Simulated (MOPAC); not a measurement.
MOPAC input (AM1):

```
AM1 FORCE THERMO(298,298) PRECISE LET UHF MS=0.5 GEO-OK AUX(PRECISION=9) THREADS=1
C3H2F3

F     2.67768912 1    0.22889256 1    0.16098605 1
C     1.43463586 1   -0.26248890 1    0.20605081 1
C     0.33854294 1    0.52460804 1   -0.13383165 1
C    -0.97294572 1    0.02867184 1   -0.09328418 1
F    -2.06371973 1    0.73256376 1   -0.40682332 1
F    -1.34869933 1   -1.20422757 1    0.25764608 1
H     1.35416541 1   -1.31261754 1    0.52573176 1
H     0.47305537 1    1.57186118 1   -0.44793209 1
```

From the output:

```
     H    8   0.080852   5.680875

          HEAT OF FORMATION =    -126.968862 KCALS/MOLE

          ZERO POINT ENERGY      28.892 KCAL/MOL

           NORMAL COORDINATE ANALYSIS (Total motion = 1 Angstrom)

   Root No.       1         2         3         4         5         6         7         8

                 1 A"      2 A"      1 A'      3 A"      2 A'      3 A'      4 A'      4 A"

                 170.2     178.9     182.7     331.7     415.4     493.2     606.2     742.3

           1   -0.0000   -0.0000   -0.0636    0.0000   -0.1451   -0.0020   -0.1045    0.0000
           2    0.0000    0.0000    0.1112   -0.0000   -0.1277   -0.0536   -0.0612   -0.0000
           3   -0.0650   -0.1024    0.0000    0.0267   -0.0000   -0.0000   -0.0000    0.0250
           4   -0.0000    0.0000   -0.0577   -0.0000   -0.1341   -0.0106   -0.0770   -0.0000
           5    0.0000   -0.0000   -0.0628    0.0000    0.0774    0.1378    0.0063    0.0000
           6   -0.0214    0.1834   -0.0000   -0.0396    0.0000    0.0000    0.0000   -0.1519
           7    0.0000    0.0000    0.0354   -0.0000   -0.0507    0.0198    0.0939    0.0000
           8   -0.0000   -0.0000   -0.1233    0.0000    0.0417    0.0956   -0.0730   -0.0000
           9    0.1835    0.0309   -0.0000   -0.1306    0.0000    0.0000   -0.0000    0.0628
          10    0.0000    0.0000    0.0307    0.0000   -0.0206    0.0364    0.1307   -0.0000
          11   -0.0000   -0.0000   -0.0646   -0.0000    0.0127   -0.0793    0.0598    0.0000
          12    0.0770    0.0110   -0.0000    0.3512    0.0000   -0.0000    0.0000   -0.0068
          13   -0.0000    0.0000   -0.0917   -0.0000    0.1493   -0.1007    0.0585   -0.0000
          14    0.0000   -0.0000    0.0231    0.0000   -0.0939    0.0082    0.1598    0.0000
          15   -0.1074    0.0074    0.0000   -0.0539   -0.0000    0.0000    0.0000   -0.0002
          16    0.0000   -0.0000    0.1567   -0.0000    0.1280    0.0607   -0.0470   -0.0000
          17   -0.0000    0.0000    0.0361    0.0000    0.1286   -0.0703   -0.0902    0.0000
          18    0.0119   -0.0674   -0.0000   -0.0748    0.0000   -0.0000   -0.0000   -0.0011
          19   -0.0000    0.0000   -0.1779    0.0000   -0.0655    0.0872   -0.1302    0.0000
          20    0.0000   -0.0000   -0.1161   -0.0000    0.1013    0.1749   -0.0248   -0.0000
          21   -0.1789    0.4878   -0.0000    0.0452    0.0000    0.0000   -0.0000    0.7252
          22    0.0000   -0.0000    0.0512   -0.0000    0.0213    0.1619    0.1246   -0.0000
          23   -0.0000    0.0000   -0.1075    0.0000    0.0808    0.1690   -0.0508    0.0000
          24    0.3549   -0.1098   -0.0000   -0.2780   -0.0000    0.0000    0.0000   -0.0270

   Root No.       9        10        11        12        13        14        15        16

                 5 A"      5 A'      6 A'      7 A'      8 A'      9 A'     10 A'     11 A'

                 860.4    1085.2    1266.9    1296.9    1380.1    1579.3    1596.9    1679.5

           1   -0.0000    0.0096   -0.0040   -0.0253    0.1379   -0.0073   -0.0941    0.0680
           2    0.0000   -0.0152    0.0088    0.0225   -0.0026   -0.0007    0.0009    0.0056
           3   -0.0025    0.0000    0.0000    0.0000   -0.0000    0.0000    0.0000    0.0000
           4    0.0000   -0.0125    0.0020   -0.0138   -0.1224    0.0316    0.2525   -0.1540
           5   -0.0000    0.0565   -0.0923   -0.0067    0.1304    0.0329    0.1139   -0.0750
           6    0.0148    0.0000   -0.0000   -0.0000    0.0000    0.0000    0.0000   -0.0000
           7   -0.0000    0.1480   -0.0661   -0.0174   -0.1273   -0.0486   -0.1757   -0.1151
           8    0.0000   -0.0844    0.0386   -0.0656   -0.1571   -0.0702   -0.1105    0.0563
           9   -0.1030   -0.0000    0.0000   -0.0000   -0.0000   -0.0000   -0.0000    0.0000
          10    0.0000    0.0070   -0.0219   -0.0008   -0.0519    0.0058    0.1237    0.3207
          11   -0.0000   -0.0076   -0.0205   -0.0015   -0.0311    0.3284   -0.0673    0.0146
          12    0.0099   -0.0000   -0.0000    0.0000   -0.0000    0.0000   -0.0000   -0.0000
          13   -0.0000   -0.0399    0.0208    0.0071    0.0439   -0.0619    0.0035   -0.0493
          14    0.0000   -0.0627    0.0298    0.0063    0.0506   -0.0982    0.0013   -0.0651
          15   -0.0005   -0.0000   -0.0000    0.0000    0.0000   -0.0000    0.0000   -0.0000
          16    0.0000   -0.0823    0.0068   -0.0024    0.0117    0.0658   -0.0330   -0.0487
          17   -0.0000    0.0937   -0.0070    0.0011   -0.0151   -0.0901    0.0411    0.0586
          18    0.0068    0.0000    0.0000   -0.0000   -0.0000   -0.0000    0.0000    0.0000
          19    0.0000   -0.0519    0.0263    0.7350   -0.1863   -0.0436   -0.1330    0.0448
          20   -0.0000    0.0289   -0.0778    0.3553    0.0778   -0.0066   -0.0690    0.0153
          21    0.1719    0.0000   -0.0000    0.0000    0.0000    0.0000   -0.0000    0.0000
          22    0.0000    0.4751    0.5532    0.0357    0.1323    0.2412    0.0723   -0.0942
          23   -0.0000    0.0977    0.3657   -0.0387   -0.0089    0.1011    0.0167    0.0489
          24    0.6905    0.0000    0.0000   -0.0000    0.0000   -0.0000    0.0000    0.0000

   Root No.      17        18

                12 A'     13 A'

                3162.4    3182.6

           1    0.0009    0.0006
           2   -0.0010   -0.0007
           3    0.0000   -0.0000
           4    0.0190    0.0118
           5   -0.0406   -0.0256
           6   -0.0000   -0.0000
           7   -0.0131    0.0215
           8    0.0236   -0.0411
           9    0.0000   -0.0000
          10   -0.0005    0.0016
          11    0.0008   -0.0014
          12    0.0000   -0.0000
          13   -0.0001    0.0001
          14    0.0000   -0.0001
          15    0.0000   -0.0000
          16    0.0003   -0.0005
          17   -0.0003    0.0003
          18   -0.0000    0.0000
          19   -0.2531   -0.1481
          20    0.5200    0.3123
          21    0.0000    0.0000
          22    0.1669   -0.2709
          23   -0.3044    0.5083
          24   -0.0000    0.0000

           MASS-WEIGHTED COORDINATE ANALYSIS (NORMAL COORDINATES)

   Root No.       1         2         3         4         5         6         7         8

                 1 A"      2 A"      1 A'      3 A"      2 A'      3 A'      4 A'      4 A"

                 170.2     178.9     182.7     331.7     415.4     493.2     606.2     742.3

           1   -0.0000   -0.0000   -0.2362    0.0000   -0.4175   -0.0089   -0.3659    0.0000
           2    0.0000    0.0000    0.4126   -0.0000   -0.3673   -0.2408   -0.2141   -0.0000
           3   -0.2919   -0.4566    0.0000    0.0830   -0.0000   -0.0000   -0.0000    0.1168
           4   -0.0000    0.0000   -0.1702   -0.0000   -0.3067   -0.0378   -0.2142   -0.0000
           5    0.0000   -0.0000   -0.1852    0.0000    0.1770    0.4922    0.0175    0.0000
           6   -0.0764    0.6503   -0.0000   -0.0980    0.0000    0.0000    0.0000   -0.5652
           7    0.0000    0.0000    0.1044   -0.0000   -0.1161    0.0706    0.2614    0.0000
           8   -0.0000   -0.0000   -0.3639    0.0000    0.0954    0.3414   -0.2033   -0.0000
           9    0.6550    0.1094   -0.0000   -0.3232    0.0000    0.0000   -0.0000    0.2335
          10    0.0000    0.0000    0.0906    0.0000   -0.0472    0.1299    0.3637   -0.0000
          11   -0.0000   -0.0000   -0.1908   -0.0000    0.0291   -0.2832    0.1664    0.0000
          12    0.2750    0.0389   -0.0000    0.8694    0.0000   -0.0000    0.0000   -0.0254
          13   -0.0000   -0.0000   -0.3403   -0.0000    0.4296   -0.4525    0.2047   -0.0000
          14    0.0000   -0.0000    0.0856    0.0000   -0.2703    0.0369    0.5592    0.0000
          15   -0.4821    0.0328    0.0000   -0.1679   -0.0000    0.0000    0.0000   -0.0011
          16    0.0000   -0.0000    0.5817   -0.0000    0.3683    0.2727   -0.1645   -0.0000
          17   -0.0000    0.0000    0.1341    0.0000    0.3701   -0.3157   -0.3156    0.0000
          18    0.0534   -0.3006   -0.0000   -0.2329    0.0000   -0.0000   -0.0000   -0.0051
          19   -0.0000    0.0000   -0.1521    0.0000   -0.0434    0.0902   -0.1050    0.0000
          20    0.0000   -0.0000   -0.0993   -0.0000    0.0671    0.1810   -0.0200   -0.0000
          21   -0.1851    0.5010   -0.0000    0.0324    0.0000    0.0000   -0.0000    0.7816
          22    0.0000   -0.0000    0.0438   -0.0000    0.0141    0.1675    0.1005   -0.0000
          23   -0.0000    0.0000   -0.0919    0.0000    0.0535    0.1748   -0.0410    0.0000
          24    0.3671   -0.1128    0.0000   -0.1993   -0.0000    0.0000    0.0000   -0.0291

   Root No.       9        10        11        12        13        14        15        16

                 5 A"      5 A'      6 A'      7 A'      8 A'      9 A'     10 A'     11 A'

                 860.4    1085.2    1266.9    1296.9    1380.1    1579.3    1596.9    1679.5

           1   -0.0000    0.0411   -0.0216   -0.1267    0.5023   -0.0227   -0.2955    0.2033
           2    0.0000   -0.0651    0.0474    0.1129   -0.0096   -0.0022    0.0027    0.0168
           3   -0.0139    0.0000    0.0000    0.0000   -0.0000    0.0000    0.0000    0.0000
           4    0.0000   -0.0425    0.0084   -0.0551   -0.3546    0.0779    0.6304   -0.3660
           5   -0.0000    0.1922   -0.3931   -0.0267    0.3776    0.0813    0.2844   -0.1781
           6    0.0641    0.0000   -0.0000   -0.0000    0.0000    0.0000    0.0000   -0.0000
           7   -0.0000    0.5037   -0.2815   -0.0695   -0.3688   -0.1199   -0.4386   -0.2736
           8    0.0000   -0.2873    0.1646   -0.2613   -0.4550   -0.1732   -0.2760    0.1337
           9   -0.4454   -0.0000    0.0000   -0.0000   -0.0000   -0.0000   -0.0000    0.0000
          10    0.0000    0.0237   -0.0931   -0.0034   -0.1503    0.0142    0.3088    0.7622
```
